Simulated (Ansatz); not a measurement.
`OC1(F)NB1[SiH3]` + `[BH2][Zn][F]` → `[F][Zn][BH][SiH3]` + `OC1(F)BN1`  (formal exchange of groups at the Si–B bond)

Isolated molecules relaxed with PBE0-D4/def2-TZVP in Ansatz; ΔE leaves out vibrations. CBS: MP2 limit from def2 TZ/QZ plus the TZ coupled-cluster correction, frozen cores. Functionals use def2-TZVPP. HSE06 is defined as in plane-wave codes. For Zn outer-core shells are correlated without core-valence functions, which leaves a few kJ/mol of doubt a bond. Scalar relativity is left out up to krypton. One conformer a species, not always the lowest.

Problem. Is it downhill or uphill in electronic energy at CCSD(T)/CBS, and by how much? (Best estimate.)

Solution. Ansatz gave: Uphill: ΔE = +7.4 kJ/mol.

Problem. What do these levels give: LDA (SPW92), revPBE-D4, r2SCAN0-D4, PBE-QIDH, PBE, revPBE, HSE06, MP2/def2-SVP, CCSD/def2-SVP, CCSD(T)/def2-SVP, SCS-MP2/def2-TZVPP, CCSD/CBS(def2)? (Estimate.)

Solution. Computed: LDA (SPW92) 1.6, revPBE-D4 5.7, r2SCAN0-D4 6.9, PBE-QIDH 8.1, PBE 4.4, revPBE 5.6, HSE06 5.9, MP2/def2-SVP 11.3, CCSD/def2-SVP 10.0, CCSD(T)/def2-SVP 10.2, SCS-MP2/def2-TZVPP 11.9, CCSD/CBS(def2) 7.5 kJ/mol.

Largest T1 diagnostic among the species: 0.016.

Leaving LDA and LC-ωPBE aside and taking each functional with its dispersion term where it has one, the values, not all of them listed here, spread over 4.3 kJ/mol, from PBE-D4 to CAM-B3LYP-D4.
